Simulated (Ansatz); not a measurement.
CFNSi, SMILES `N#C[Si]F` (lower singlet) (charge 0, multiplicity 1). This singlet lies 2.01 eV below the relaxed triplet at the level B3LYP/cc-pVTZ // PBE0-D3(BJ)/def2-TZVP (Ansatz, a first-principles code).

Level of theory: PBE/cc-pVTZ // PBE0-D3(BJ)/def2-TZVP in Ansatz.

Ansatz 0.2 input:
```yaml
crystal:
  periodic: [false, false, false]
  atoms:
    - { symbol: N, position_ang: [-1.918754, -0.170767, 0.191601] }
    - { symbol: C, position_ang: [-0.794706, 0.054368, 0.047066] }
    - { symbol: Si, position_ang: [0.956478, 0.736163, -0.263914] }
    - { symbol: F, position_ang: [1.756981, -0.619764, 0.025245] }
basis:
  gaussian: { orbitals: cc-pVTZ }
hamiltonian:
  xc: pbe
```

Output:

```
Functional definition: PBE
760 factors; their error is unknown
mean field evaluation 1: about -13106.7600 eV, gradient 6.0e1 eV
mean field evaluation 2: about -13005.7971 eV, gradient 1.7e2 eV
mean field evaluation 4: about -13113.4984 eV, gradient 1.2e1 eV
mean field evaluation 8: about -13113.8905 eV, gradient 7.9e-2 eV
mean field -13113.85361588 eV, -481.9252314945 hartree, gradient 8.8e-5 eV, S^2 0.000000; 0 other end points of the search recorded, 0 dependent functions left out
reference -13113.85364173 eV, -481.9252324442 hartree; 18, 18 occupied and 106, 106 virtual orbitals, 760 factors
Total energy: -13113.85364173 eV, -481.9252324442 hartree
```
